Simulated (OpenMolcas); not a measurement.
An input for C2H4BCl (SMILES C=CBCl)

C2H4BCl has 8 atoms, charge 0, and is taken as a singlet. SMILES: `C=CBCl`. Geometry: relaxed at PBE0-D4/def2-TZVP. This is one conformer, not always the lowest.

```xyz
8

C     0.3574    1.2199   -0.2600
C     0.3538    0.0577    0.4011
B    -0.5286   -1.0944   -0.0864
Cl   -0.5551   -2.6276    0.7566
H    -0.2597    1.3604   -1.1428
H     0.9651    2.0670    0.0449
H     0.9840   -0.0487    1.2813
H    -1.2250   -0.9915   -1.0504
```

Settings wanted:

```json
{
 "method": "DFT",
 "reference": "RKS",
 "basis set": "def2-SVPD",
 "task": "gradient",
 "functional": "r2SCAN",
 "nucleus": "point",
 "integration grid": "UltraFine",
 "SCF convergence threshold": "1e-10"
}
```

Q: Write the OpenMolcas 26.06 input and the command.

A: One that was run (others would do as well):

mol.xyz:
```
8

C      0.357400     1.219900    -0.260000
C      0.353800     0.057700     0.401100
B     -0.528600    -1.094400    -0.086400
Cl    -0.555100    -2.627600     0.756600
H     -0.259700     1.360400    -1.142800
H      0.965100     2.067000     0.044900
H      0.984000    -0.048700     1.281300
H     -1.225000    -0.991500    -1.050400
```

mol.inp:
```
* C2H4BCl Kohn-Sham DFT

&GATEWAY
 BasLib = $CurrDir
 Coord = mol.xyz
 Basis = def2-SVPD
 Group = NoSym

&SEWARD
 GridInput
 Grid=UltraFine
 End of Grid

&SCF
 KSDFT = 2
 1.0 MGGA_X_R2SCAN
 1.0 MGGA_C_R2SCAN
 Thresholds = 1e-10 1e-07 1e-07 1e-05
 PrOrbitals = 1 2

&ALASKA
```

```bash
$ export MOLCAS_MEM=1860
$ pymolcas mol.inp > mol.log
```

(Basis files named in the input come from the Basis Set Exchange and aren't shown.)

Calculated total energy: -563.37122 Eh, largest force 0.501 eV/Å.
